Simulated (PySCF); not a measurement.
CBr3, SMILES Br[C](Br)Br (connectivity only; charge and spin as stated), charge +1, multiplicity 1. Geometry: PBE-D3(BJ)/def2-SVP. The spin state was assumed, not searched. The isomer is the one that the SMILES or the coordinates give; other isomers of the formula were not compared.

All values below come from PBE-D3(BJ)/def2-SVP (PySCF).

Harmonic wavenumbers (cm⁻¹): 178, 178, 315, 424, 867, 867. Rotational constants (GHz): 1.265, 1.265, 0.6327; symmetry number 6.

**Question.** Work out the zero-point energy and the ideal-gas rigid-rotor harmonic-oscillator thermochemistry at 298.15 K and 1 atm.

**Answer.** ZPE = ½ Σ hcν = ½ × 2830 cm⁻¹ = 16.93 kJ/mol. H − E(el) = 32.10 kJ/mol. Entropy in J/(mol K): translation 177.69, rotation 111.21, vibration 30.22, total 319.12. G − E(el) = -63.05 kJ/mol. Cp = 66.28 J/(mol K).
